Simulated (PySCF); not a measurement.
An equivalent PySCF input for Ga³⁺ (gallium, charge +3), [Ar] 3d10, closed-shell 1S, with the spin-free X2C one-electron Hamiltonian (Gaussian nucleus):

```python
from pyscf import gto, scf, dft, mp, cc
import basis_set_exchange as bse
mol = gto.M(atom="Ga 0 0 0", charge=3, spin=0, symmetry="D2h",
            basis=gto.basis.parse(bse.get_basis("x2c-TZVPPall", elements=["Ga"], fmt="nwchem", augment_diffuse=1)),
            nucmod="G")
mf = dft.UKS(mol, xc="R2SCAN").sfx2c1e()
mf.irrep_nelec = {'Ag': (5, 5), 'B1g': (1, 1), 'B2g': (1, 1), 'B3g': (1, 1), 'B1u': (2, 2), 'B2u': (2, 2), 'B3u': (2, 2)}
mf.kernel()
```

It reaches the same state as the run whose output follows, with an energy that differs only through the grid. The run itself started from symmetry-adapted Hartree-Fock orbitals and held the occupation by maximum overlap, on a logarithmic radial grid, so the iterations belong to that start.

```
SCF conv_tol = 1e-09
number electrons alpha = 14  beta = 14
XC functionals = R2SCAN
    J. W. Furness, A. D. Kaplan, J. Ning, J. P. Perdew, and J. Sun.,  J. Phys. Chem. Lett. 11, 8208-8215 (2020)
    J. W. Furness, A. D. Kaplan, J. Ning, J. P. Perdew, and J. Sun.,  J. Phys. Chem. Lett. 11, 9248-9248 (2020)
    J. W. Furness, A. D. Kaplan, J. Ning, J. P. Perdew, and J. Sun.,  J. Phys. Chem. Lett. 11, 8208-8215 (2020)
    J. W. Furness, A. D. Kaplan, J. Ning, J. P. Perdew, and J. Sun.,  J. Phys. Chem. Lett. 11, 9248-9248 (2020)
cycle= 1 E= -1941.66493475688  delta_E= -0.00216  |g|= 0.13  |ddm|= 0.0757
cycle= 2 E= -1941.66374207026  delta_E= 0.00119  |g|= 0.161  |ddm|= 0.0927
cycle= 3 E= -1941.66715798647  delta_E= -0.00342  |g|= 0.000205  |ddm|= 0.0518
cycle= 4 E= -1941.66715799399  delta_E= -7.52e-09  |g|= 4.31e-05  |ddm|= 7.2e-05
cycle= 5 E= -1941.66715799424  delta_E= -2.54e-10  |g|= 9.1e-07  |ddm|= 1.34e-05
converged SCF energy = -1941.66715799424  <S^2> = -3.1974423e-14  2S+1 = 1
```
